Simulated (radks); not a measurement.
Results of a calculation; reference values are marked as such.
Question: These are the eigenvalues of the occupied orbitals of an atom or ion with whole-number occupations (eV). Code: a radial shooting solver on a logarithmic mesh with Libxc functionals. Model: scalar-relativistic Kohn-Sham, PW91, spin-polarised, spherical densities, point nucleus.

| orbital | eigenvalue |
|---|---|
| 1s up | -37305.31 |
| 1s down | -37305.19 |
| 2s up | -5930.612 |
| 2s down | -5930.548 |
| 2p up | -5322.519 |
| 2p down | -5322.412 |
| 3s up | -1283.578 |
| 3s down | -1283.469 |
| 3p up | -1088.641 |
| 3p down | -1088.518 |
| 3d up | -805.4537 |
| 3d down | -805.3353 |
| 4s up | -283.7808 |
| 4s down | -283.5325 |
| 4p up | -220.8410 |
| 4p down | -220.5813 |
| 4d up | -129.4263 |
| 4d down | -129.0723 |
| 5s up | -71.1785 |
| 5s down | -69.3289 |
| 5p up | -54.8962 |
| 5p down | -52.9810 |

Which element is it, and in what charge state? The configuration may be excited. Open shells, if any, are filled with parallel spins first.

Answer: Z = 56, barium, charge +4: Ba4+ in [Kr] 4d10 5s2 5p4. The list shows which subshells hold electrons but not how many an open one holds; the 1s level, -1370.9 hartree, gives Z - s = 52.4 by -(Z - s)^2/2, which with screening and relativity narrows Z to a few neighbours, and the depths of the outer levels then fix element, charge and occupations together.
